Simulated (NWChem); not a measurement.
**Atomisation of HBN**

```xyz
3

B      0.0000     0.0000    -0.6201
N      0.0000     0.0000     0.7021
H      0.0000     0.0000    -1.8147
```
Charge 0, spin multiplicity 2.

Everything below was run with NWChem. All single points use one geometry, from UPBE/def2-SVP, a minimum by its harmonic frequencies.

Basis set: def2-TZVP. The atomisation energy is electronic alone: no zero-point, thermal, spin-orbit or counterpoise terms. No value is extrapolated to the basis-set limit. Free atoms are single determinants with multiplicities B 2, N 4, H 2. Correlated methods freeze the same cores in atoms and molecule, 2 orbitals in all.

Relative cost: rough, from shared machines, SCF included, PBE = 1. Costs are the molecule's.

B3LYP has NWChem's definition, with VWN1-RPA local correlation. The structure started from a generated list of species. The unpaired electrons of the parent sit in orbitals of symmetry b1 (C2v labels of the run); other states weren't searched. The stability of the SCF solutions was not checked. Open-shell Hartree-Fock references start from PBE0 orbitals; any time given for them includes that run. Coupled-cluster values serve here as a point of comparison, not as the truth.

```
method       atomisation energy (kcal/mol)  relative cost
-----------  -----------------------------  -------------
PBE                                  230.5              1
PBE0                                 220.2        under 3
LDA (SVWN5)                          253.9        under 3
B3LYP                                  ___        under 3
BP86                                   ___        under 3
BHandHLYP                            211.1        under 3
M06-2X                                 ___        under 3
HF                                   142.2        under 3
MP2                                    ___        under 3
CCSD(T)                              205.9              8
```

### Question
Fill in the missing entries.

### Answer

- B3LYP, atomisation energy (kcal/mol): 223.8
- BP86, atomisation energy (kcal/mol): 232.6
- M06-2X, atomisation energy (kcal/mol): 219.9
- MP2, atomisation energy (kcal/mol): 209.3
